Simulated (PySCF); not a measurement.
Molfile (atoms numbered from 1):
```
C9H15N
     RDKit          3D

 25 26  0  0  0  0  0  0  0  0999 V2000
    2.3479    1.6433    0.7162 C   0  0  0  0  0  0  0  0  0  0  0  0
    1.7238    0.5628    0.7680 N   0  0  0  0  0  0  0  0  0  0  0  0
    1.0220    0.0739   -0.3802 C   0  0  1  0  0  0  0  0  0  0  0  0
    1.4065   -1.3930   -0.5920 C   0  0  0  0  0  0  0  0  0  0  0  0
    0.6434   -2.0963    0.5241 C   0  0  0  0  0  0  0  0  0  0  0  0
   -0.7132   -1.3843    0.5511 C   0  0  0  0  0  0  0  0  0  0  0  0
   -0.4893    0.0058   -0.0705 C   0  0  0  0  0  0  0  0  0  0  0  0
   -1.4322    0.3322   -1.2496 C   0  0  0  0  0  0  0  0  0  0  0  0
   -2.2355    1.2658   -0.3353 C   0  0  0  0  0  0  0  0  0  0  0  0
   -1.1070    1.1892    0.7004 C   0  0  0  0  0  0  0  0  0  0  0  0
    2.4190    2.2786   -0.1774 H   0  0  0  0  0  0  0  0  0  0  0  0
    2.8623    1.9881    1.6016 H   0  0  0  0  0  0  0  0  0  0  0  0
    1.2179    0.6953   -1.2719 H   0  0  0  0  0  0  0  0  0  0  0  0
    1.0545   -1.7199   -1.5713 H   0  0  0  0  0  0  0  0  0  0  0  0
    2.4832   -1.5450   -0.5300 H   0  0  0  0  0  0  0  0  0  0  0  0
    0.5475   -3.1681    0.3555 H   0  0  0  0  0  0  0  0  0  0  0  0
    1.1676   -1.9335    1.4646 H   0  0  0  0  0  0  0  0  0  0  0  0
   -1.4448   -1.9412   -0.0364 H   0  0  0  0  0  0  0  0  0  0  0  0
   -1.0959   -1.3038    1.5677 H   0  0  0  0  0  0  0  0  0  0  0  0
   -1.9757   -0.5108   -1.6725 H   0  0  0  0  0  0  0  0  0  0  0  0
   -0.9313    0.8647   -2.0565 H   0  0  0  0  0  0  0  0  0  0  0  0
   -2.4549    2.2544   -0.7332 H   0  0  0  0  0  0  0  0  0  0  0  0
   -3.1599    0.8136    0.0173 H   0  0  0  0  0  0  0  0  0  0  0  0
   -1.4005    0.9830    1.7271 H   0  0  0  0  0  0  0  0  0  0  0  0
   -0.4662    2.0695    0.6921 H   0  0  0  0  0  0  0  0  0  0  0  0
  1  2  2  0
  2  3  1  0
  3  4  1  0
  4  5  1  0
  5  6  1  0
  6  7  1  0
  7  8  1  0
  8  9  1  0
  9 10  1  0
  7  3  1  0
 10  7  1  0
  1 11  1  0
  1 12  1  0
  3 13  1  6
  4 14  1  0
  4 15  1  0
  5 16  1  0
  5 17  1  0
  6 18  1  0
  6 19  1  0
  8 20  1  0
  8 21  1  0
  9 22  1  0
  9 23  1  0
 10 24  1  0
 10 25  1  0
M  END
```

No solvent model, non-relativistic, a single conformation. Coordinates at the GFN2-xTB level; GIAO PBE0/pcSseg-1 shieldings; PySCF 2.14.

Scale: 13C (186.93 ppm) against TMS (reference shieldings calculated alike).

**Question.** Do the 13C shifts follow the atomic charges (in e)? Tabulate both.

**Answer.** 
```
atoms  hybridisation  δ (ppm)  σ para (ppm)  Hirshfeld    IAO  Mulliken  ESP-fitted
   C1            sp2    152.5          -220      +0.00  -0.13     +0.01       +0.07
   C3            sp3     91.0          -150      +0.01  -0.01     -0.11       +0.36
   C7            sp3     48.0          -109      +0.02  +0.03     -0.57       +0.49
   C6            sp3     46.5          -104      -0.07  -0.27     -0.04       -0.43
   C8            sp3     39.7          -101      -0.07  -0.26     -0.05       -0.27
   C4            sp3     39.0          -100      -0.08  -0.26     -0.09       -0.31
  C10            sp3     32.0           -91      -0.08  -0.26     -0.03       -0.31
   C5            sp3     29.2           -91      -0.07  -0.26     -0.20       +0.10
   C9            sp3     15.8           -83      -0.07  -0.27     -0.22       -0.01
```

Correlation coefficients of δ with charge over these carbons: Hirshfeld +0.68, IAO +0.50, Mulliken +0.30, ESP-fitted +0.31; with the paramagnetic shielding -1.00. Among the 8 sp3 carbons alone: Hirshfeld +0.72, IAO +0.71, Mulliken +0.04, ESP-fitted +0.43. With so few points, grouped by hybridisation, these coefficients are fragile. Charge is one influence among several: hybridisation and low-lying excitations act through the paramagnetic term.

Shifts are as computed. Against solution values, carbons near 30 ppm lie about +3 ppm off and those near 130 ppm about +5 ppm. Of 1211 compounds with measured shifts, 218 miss one by over three times the rms of a fit or turn the order of signals round; such compounds aren't used in these exercises.
